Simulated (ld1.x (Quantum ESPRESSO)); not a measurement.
# An all-electron radial function and its pseudo partner (Be (Z = 4))

Columns: radius, all-electron u(r) and pseudo u(r) of the 2s shell (level -5.55 eV) of beryllium in the configuration [He] 2s2 2p0; Wu–Cohen, scalar-relativistic, TM scheme, ld1.x (Quantum ESPRESSO) 7.5.

```csv
r (bohr),all-electron,pseudo
0.210,0.2505,-0.0589
0.420,0.1517,-0.1206
0.630,-0.0315,-0.1892
0.840,-0.2113,-0.2714
1.050,-0.3604,-0.3715
1.260,-0.4752,-0.4754
1.470,-0.5556,-0.5556
1.680,-0.6055,-0.6055
1.890,-0.6303,-0.6303
2.100,-0.6352,-0.6352
2.310,-0.6251,-0.6251
2.520,-0.6039,-0.6039
2.730,-0.5748,-0.5748
2.940,-0.5406,-0.5406
3.150,-0.5030,-0.5030
3.360,-0.4639,-0.4639
3.570,-0.4246,-0.4246
3.780,-0.3862,-0.3862
3.990,-0.3496,-0.3496
4.200,-0.3154,-0.3154
4.410,-0.2837,-0.2837
4.620,-0.2547,-0.2547
4.830,-0.2282,-0.2282
5.040,-0.2042,-0.2042
5.250,-0.1825,-0.1825
5.460,-0.1628,-0.1628
```

Question: How many radial nodes do the two functions have?

Answer: The all-electron 2s function has n − l − 1 = 1; the pseudo-wave has 0, since the states of the same l below it are removed with the core.

Question: At about which radius was the pseudo-wave matched?

Answer: 1.40 bohr, where the columns begin to agree (steps of 0.21 bohr).

Question: Is the pseudo-wave norm-conserving?

Answer: Yes: the TM scheme keeps the norm inside the radius equal to the all-electron one, which fixes the energy derivative of the logarithmic derivative at the level.
